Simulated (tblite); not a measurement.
Compound: C5H9N2 (charge +1).
Bonds: C1–N2, N2–C3 (aromatic), C3–C4 (aromatic), C4–C5 (aromatic), C5–N6 (aromatic), N6–C7, N2–N6 (aromatic). Hydrogens: H8, H9, H10 on C1; H11 on C3; H12 on C4; H13 on C5; H14, H15, H16 on C7.
Bond orders are those of one Lewis drawing.

Computed with GFN2-xTB (tblite), gas phase: Langevin dynamics at 200 K from the optimised GFN2-xTB geometry, time step 0.5 fs, friction 0.01 fs⁻¹, 2000 steps. The instantaneous temperature is 2·E(kin)/(3Nk) with all 3N coordinates.

| t (fs) | T (K) | E(pot) above start (eV) | C1–N2 (Å) | N2–C3 (Å) | C3–C4 (Å) | C4–C5 (Å) | C5–N6 (Å) | C1–H8 (Å) |
| --- | --- | --- | --- | --- | --- | --- | --- | --- |
| 0 | 163 | 0.000 | 1.433 | 1.335 | 1.384 | 1.384 | 1.335 | 1.091 |
| 50 | 132 | 0.175 | 1.442 | 1.355 | 1.361 | 1.378 | 1.323 | 1.088 |
| 100 | 178 | 0.291 | 1.458 | 1.335 | 1.372 | 1.385 | 1.353 | 1.086 |
| 150 | 183 | 0.274 | 1.430 | 1.308 | 1.393 | 1.383 | 1.302 | 1.111 |
| 200 | 196 | 0.451 | 1.414 | 1.311 | 1.388 | 1.364 | 1.340 | 1.081 |
| 250 | 149 | 0.644 | 1.438 | 1.362 | 1.400 | 1.371 | 1.297 | 1.030 |
| 300 | 195 | 0.392 | 1.427 | 1.351 | 1.395 | 1.386 | 1.347 | 1.123 |
| 350 | 268 | 0.331 | 1.460 | 1.350 | 1.397 | 1.406 | 1.328 | 1.067 |
| 400 | 227 | 0.413 | 1.444 | 1.308 | 1.381 | 1.376 | 1.345 | 1.127 |
| 450 | 226 | 0.372 | 1.448 | 1.321 | 1.401 | 1.379 | 1.329 | 1.060 |
| 500 | 173 | 0.355 | 1.443 | 1.339 | 1.357 | 1.356 | 1.348 | 1.133 |
| 550 | 226 | 0.271 | 1.440 | 1.321 | 1.395 | 1.373 | 1.337 | 1.060 |
| 600 | 143 | 0.323 | 1.439 | 1.315 | 1.436 | 1.362 | 1.330 | 1.112 |
| 650 | 155 | 0.266 | 1.419 | 1.326 | 1.375 | 1.368 | 1.326 | 1.116 |
| 700 | 172 | 0.315 | 1.421 | 1.364 | 1.377 | 1.403 | 1.326 | 1.069 |
| 750 | 157 | 0.343 | 1.375 | 1.333 | 1.365 | 1.420 | 1.328 | 1.120 |
| 800 | 140 | 0.406 | 1.409 | 1.346 | 1.369 | 1.432 | 1.313 | 1.094 |
| 850 | 139 | 0.326 | 1.433 | 1.331 | 1.389 | 1.396 | 1.343 | 1.102 |
| 900 | 249 | 0.311 | 1.399 | 1.363 | 1.382 | 1.346 | 1.344 | 1.104 |
| 950 | 202 | 0.380 | 1.445 | 1.331 | 1.399 | 1.369 | 1.323 | 1.081 |
| 1000 | 240 | 0.373 | 1.486 | 1.331 | 1.386 | 1.389 | 1.328 | 1.115 |

**Question.** From 500 fs on, how do temperature and potential energy compare with equipartition?

**Answer.** The mean temperature of these 11 frames is 182 K against the target 200 K, and the mean potential energy 0.33 eV against 42 × kT/2 = 0.36 eV for 42 classical harmonic modes. For 16 atoms in a canonical ensemble the temperature itself scatters by T·√(2/(3N)) = 41 K; here its standard deviation is 39 K. The whole run lasts only 10 friction times of 100 fs, so these averages carry a wide statistical error.

**Question.** What are the kinetic and total energies of the listed frame with the highest potential energy?

**Answer.** The one at 250 fs, 0.644 eV above the start. Its kinetic energy is 3NkT/2 = 0.309 eV at 149 K, so the sum is 0.95 eV; over the listed frames the sum runs from 0.34 to 0.95 eV, since the thermostat adds and removes energy.

**Question.** How much do the listed bonds fluctuate from 500 fs on?

**Answer.** 
```
 bond  at the start (Å)  mean (Å)  standard deviation (Å)
C1–N2             1.433     1.428                   0.027
N2–C3             1.335     1.336                   0.015
C3–C4             1.384     1.385                   0.020
C4–C5             1.384     1.383                   0.026
C5–N6             1.335     1.332                   0.010
C1–H8             1.091     1.100                   0.021
```

The motion is classical and holds no zero-point motion.

What follows is the cost of the whole dynamics run. The run took 8.5 s of wall time on one thread of an Intel Xeon 6975P-C, no GPU, shared host with 192 logical CPUs at a one-minute load of 86, and the process peaked at 0.19 GiB of memory.
